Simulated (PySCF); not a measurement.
Task: Write Cartesian coordinates for InChI=1S/C6H15BO/c1-5(2)7-8-6(3)4/h5-7H,1-4H3 as optimised with PBE0-D3(BJ)/def2-SVP.

Result: 
```xyz
23
C6H15BO angstrom
C      2.7423   -1.2956    0.3184
C      1.8188   -0.3397   -0.4378
C      2.5324    0.9792   -0.7531
B      0.5245   -0.0277    0.4038
O     -0.6952   -0.2051   -0.1357
C     -1.9038    0.0797    0.5587
C     -2.7339   -1.1873    0.6120
C     -2.6090    1.2205   -0.1471
H      3.6674   -1.4942   -0.2494
H      3.0402   -0.8745    1.2934
H      2.2614   -2.2677    0.5133
H      1.5138   -0.8099   -1.3894
H      3.4621    0.8041   -1.3213
H      2.8108    1.5149    0.1703
H      1.9027    1.6564   -1.3521
H      0.6095    0.3956    1.5479
H     -1.6471    0.3915    1.5884
H     -2.1853   -1.9908    1.1253
H     -3.6760   -1.0120    1.1528
H     -2.9738   -1.5306   -0.4062
H     -1.9751    2.1196   -0.1629
H     -3.5511    1.4704    0.3635
H     -2.8385    0.9430   -1.1876
```

Any rigid rotation of these coordinates is as good. Atoms count from 1 in this order. B4 (three-coordinate boron) is planar (angles 120.8°, 120.3° and 118.9°, sum 360.0°, 0.01 Å off the plane of its three neighbours). Of the pairs four or more bonds apart, H16···H17 is among the closest relative to their van der Waals radii: 2.26 Å, 94 % of the sum of Bondi's values.

Bonds between heavy atoms (Å): C1–C2 1.529, C2–C3 1.532, C2–B4 1.575, B4–O5 1.345, O5–C6 1.423, C6–C7 1.516, C6–C8 1.516.

Method: PBE0-D3(BJ)/def2-SVP geometry optimisation, gas phase in PySCF.

Point group: C1 (no symmetry element, even within 0.4 Å). No frequency check. The numbers are those of one conformer (C1–C2–B4–O5 -127°, C2–B4–O5–C6 -179°, B4–O5–C6–C7 -122°).

Cost: about 4 min of CPU time on one thread; the machine was shared, so the figure is rough. This is the geometry optimisation.
